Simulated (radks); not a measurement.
Q: Te, configuration [Kr] 4d10 5s2 5p4 (the NIST ground configuration). All-electron calculation, scalar-relativistic Kohn-Sham, LDA (Slater exchange, Perdew-Wang correlation), spin-polarised, spherical densities, point nucleus; open shells are filled with parallel spins first (spin-orbit coupling, left out, can overturn this in heavy ions); hard spherical wall at 1.5 bohr. Program: a radial shooting solver on a logarithmic mesh with Libxc functionals. Some entries of the table are withheld. Estimate them.

orbital  occ.  eigenvalue (hartree)  <r> (bohr)  <r^2> (bohr^2)
1s up       1             -1153.552     0.02784        0.001050
1s down     1             -1153.518     0.02784        0.001050
2s up       1             -171.1409      0.1201         0.01700
2s down     1             -171.1188      0.1201         0.01700
2p up       3             -152.9405      0.1049         0.01345
2p down     3             -152.9105      0.1049         0.01345
3s up       1             -29.31381      0.3256          0.1213
3s down     1             -29.28286      0.3255          0.1212
3p up       3             -23.41487      0.3244          0.1223
3p down     3             -23.38126      0.3244          0.1222
3d up       5             -14.39844      0.3026          0.1089
3d down     5             -14.36576      0.3025          0.1089
4s up       1              -1.45905      0.7636          0.6455
4s down     1              -1.41323      0.7636          0.6454
4p up       3               0.38349      0.7927          0.6950
4p down     3               0.42936      0.7926          0.6947
4d up       5               3.26648      0.8262          0.7547
4d down     5               3.31329      0.8258          0.7540
4f up       0               6.52739      0.8507          0.7844
4f down     0               6.57719      0.8502          0.7833
5s up       1               9.03824      0.9145          0.9582
5s down     1               9.11359      0.9142          0.9577
5p up       3              10.53922      0.8967             (1)
5p down     1              10.61494      0.8967             (2)
5d up       0              12.74572         (3)          0.8790
5d down     0              12.81923         (4)          0.8792
6s up       0              25.33718      0.8710             (5)
6s down     0              25.39123      0.8710             (6)

A: 
(1) 5p up <r^2> (bohr^2): 0.9338
(2) 5p down <r^2> (bohr^2): 0.9336
(3) 5d up <r> (bohr): 0.8594
(4) 5d down <r> (bohr): 0.8596
(5) 6s up <r^2> (bohr^2): 0.9018
(6) 6s down <r^2> (bohr^2): 0.9020
